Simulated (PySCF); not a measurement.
Compound: C₆H₁₁ClOSi.
SMILES: `C=CC[C@@H]1[SiH2]OC[C@@H]1Cl`

A linear-response calculation (PySCF, def2-SVPD basis, gas phase, vertical, core orbitals frozen in the response) gave these numbers; the functional is withheld.

Orbital energies (eV): HOMO-3 -10.04, HOMO-2 -9.77, HOMO-1 -9.50, HOMO -8.98, LUMO 0.98, LUMO+1 1.07, LUMO+2 1.25.

```csv
state,E (eV),f,"main configurations (H = HOMO, L = LUMO)"
S1,7.13,0.011,"H-1→L (44%), H-1→L+2 (17%), H-1→L+1 (13%)"
S2,7.22,0.043,"H→L+1 (52%), H→L+2 (20%)"
S3,7.26,0.053,"H→L (15%), H-4→L+3 (14%), H-1→L+3 (10%)"
S4,7.36,0.049,"H-3→L+3 (39%), H-2→L+3 (9%), H-3→L (8%)"
S5,7.37,0.292,"H→L+2 (35%), H→L (19%), H→L+1 (9%)"
S6,7.56,0.146,"H→L (24%), H→L+2 (22%), H→L+5 (17%)"
```

Triplets, Tamm–Dancoff:

```tsv
state	E (eV)	λ (nm)	main configurations (H = HOMO, L = LUMO)
T1	4.37	283.7	H→L+2 (45%), H→L+1 (33%), H→L (9%)
T2	6.62	187.3	H-4→L+3 (19%), H-1→L+3 (11%), H-3→L+3 (11%)
T3	6.70	185.0	H-3→L+3 (37%), H-2→L+3 (13%)
T4	6.79	182.5	H-1→L (34%), H-1→L+2 (22%), H-1→L+1 (19%)
```

Vertical ionisation energy by ΔSCF with the same functional: 9.76 eV. Mean static polarisability: 111.4 au.

**Question.** Name the functional.
A. B3LYP
B. HF
C. PBE
D. CAM-B3LYP

**Answer.** D. CAM-B3LYP is range-separated, 19% exact exchange at short range and 65% at long range (ω = 0.33 bohr⁻¹). In this run −ε(HOMO) = 8.98 eV differs from the ΔSCF value by -0.78 eV, and S1 differs from the orbital gap of 9.96 eV by -2.83 eV. The ratio −ε(HOMO)/IP is 0.92. Usual ranges for neutral molecules in this basis: 0.85 to 0.93 with CAM-B3LYP, 0.5 to 0.7 with PBE, 0.67 to 0.83 with B3LYP; Hartree–Fock can't fall below 1, since the ion's relaxation only lowers the ΔSCF value. The other options: PBE, a GGA without exact exchange; HF, time-dependent Hartree–Fock, 100% exact exchange; B3LYP, a global hybrid with 20% exact exchange.

Computed with PySCF, TDDFT CAM-B3LYP/def2-SVPD, vertical, gas phase, core orbitals frozen in the response. Isolated species at its PBE0-D3(BJ)/def2-SVP geometry (one conformer only).
